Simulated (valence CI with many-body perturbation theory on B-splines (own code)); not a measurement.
Hyperfine factors and g values of Pr⁹⁺

Computed by configuration interaction combined with many-body perturbation theory (CI+MBPT): four valence electrons over a frozen Dirac-Fock core [Kr] 4d10, radial functions for each j: 8 s, 8 p, 9 d, 9 f, 6 g, 3 h, 2 i, with the one-electron correlation potential Σ1, the two-electron term Σ2, the three-electron term Σ3, Breit, model QED; selected CI, second order for the rest, scaled by the run's own slope (own B-spline code, finite nucleus).

No measured spectrum was set against this ion. As an estimate, terms of the open shell hold to a few per cent of their energy, and close levels can change places; configurations with another count of f electrons can be misplaced by thousands of cm⁻¹. Core correlation moves these levels by up to 49000 cm⁻¹, and in measured spectra 5 to 20 % of such shifts remained as error; rates that hang on mixing are uncertain with them.

A/g_I is the dipole constant over the nuclear g factor μ/I (μ in nuclear magnetons, uniformly magnetised nucleus), B/Q the quadrupole constant per barn. Both hold the static response of the core; the bare values leave it out. Large factors of s and p1/2 electrons are usually good to 5 to 10 %; those of open d and f shells near neutrality can be off by tens of per cent, and small factors of p3/2, d and f electrons come from cancelling terms and can be off by a factor of two or in sign, in half-filled shells by more. B is blank for J = 1/2, where it vanishes, and for nearly pure S terms. Energies count from the lowest level. Levels with J = 0 are left out.

Levels are named by their leading jj configuration (3d3/2^4 stands for four electrons in 3d with j = 3/2), which in mixed levels can hold well under half, so a name can repeat and another be missing. Letters in brackets count levels of one name in rising energy.

```csv
Level,E (eV),g,A/g_I (MHz),A/g_I bare,B/Q (MHz/b),B/Q bare
(4f5/2 5s^2 5p1/2) J=3,2.850,0.853,4320,4080,-496,-558
(4f5/2 5s^2 5p1/2) J=2,3.131,0.875,-862,-710,811,660
(4f7/2 5s^2 5p1/2) J=3,3.493,1.142,-2150,-1790,-1100,-1120
(5s^2 5p1/2 5p3/2) J=1,3.537,1.501,-1710,-1890,3530,3170
(4f7/2 5s^2 5p1/2) J=4,3.740,1.116,3060,2980,-1790,-1760
(5s^2 5p1/2 5p3/2) J=2,4.536,1.150,6390,5810,1480,1310
(4f5/2 5s^2 5p3/2) J=3,7.007,0.940,1510,1390,427,315
(4f7/2 5s^2 5p3/2) J=4,7.446,1.158,1290,1290,2770,2400
(4f5/2 5s^2 5p3/2) J=2,7.795,1.061,1430,1180,-2640,-2400
(4f7/2 5s^2 5p3/2) J=5,8.039,1.200,1300,1260,7900,6920
(4f7/2 5s^2 5p3/2) J=3,8.044,1.228,239,372,-2690,-2480
(5s^2 5p3/2^2) J=2,8.409,1.199,1290,1340,988,874
(4f5/2 5s^2 5p3/2) J=1,8.461,0.498,-1290,-925,956,825
(4f5/2 5s^2 5p3/2) J=4,8.792,1.023,1500,1390,5700,5000
(4f5/2^2 5s^2) J=4,9.465,0.804,682,647,1060,830
(4f5/2 4f7/2 5s^2) J=5,9.756,1.032,481,579,1080,828
(4f7/2^2 5s^2) J=6,10.064,1.166,367,538,1210,917
(4f5/2^2 5s^2) J=2,10.240,0.864,708,749,2000,1790
(4f7/2 5s^2 5p3/2) J=2,10.323,0.850,885,785,2230,2020
(4f5/2 4f7/2 5s^2) J=3,10.470,1.083,426,548,-312,-254
(4f5/2 4f7/2 5s^2) J=4,10.536,1.167,436,636,-82.4,-74.8
(4f7/2^2 5s^2) J=4,10.975,1.077,430,525,183,150
(4f5/2 4f7/2 5s^2) J=2,12.441,1.050,648,744,29.6,89.9
(4f5/2 4f7/2 5s^2) J=6,12.894,0.999,483,550,2360,1820
(4f5/2 4f7/2 5s^2) J=1,13.058,1.500,-10.5,277,365,280
(4f7/2^2 5s^2) J=2,13.252,1.447,288,657,-663,-503
(4f5/2 5s 5p1/2^2) J=2,20.432,0.491,-10800,-9820,-1170,-1150
(4f5/2 5s 5p1/2^2) J=3,20.674,1.109,6950,6530,-729,-768
(4f7/2 5s 5p1/2^2) J=4,21.139,1.343,8700,8160,-1770,-1750
(5s 5p1/2^2 5p3/2) J=2,21.154,1.862,23300,21300,1670,1490
(4f7/2 5s 5p1/2^2) J=3,22.039,1.037,-795,-615,-2460,-2330
(4f5/2 5s 5p1/2 5p3/2) J=3 [a],22.960,1.117,4980,4640,-1460,-1370
(4f7/2 5s 5p1/2 5p3/2) J=4 [a],23.085,1.255,6690,6280,257,136
(4f5/2 5s 5p1/2 5p3/2) J=2 [a],23.176,1.129,4800,4380,-2070,-1890
(4f5/2 5s 5p1/2 5p3/2) J=1 [a],23.593,0.564,-12500,-11500,462,392
(4f7/2 5s 5p1/2 5p3/2) J=5 [a],23.607,1.280,7130,6680,2170,1770
```

Question: Take the isotope of mass number 141, with I = 5/2, μ = 4.266 μN and Q = -0.0589 b. What is the hyperfine structure of (4f7/2 5s^2 5p1/2) J=4?

Answer: From the table A = 5230 MHz, B = 105 MHz. Shifts from the centre of gravity in MHz: F = 3/2: -65300, F = 5/2: -52300, F = 7/2: -34000, F = 9/2: -10500, F = 11/2: 18300, F = 13/2: 52300.
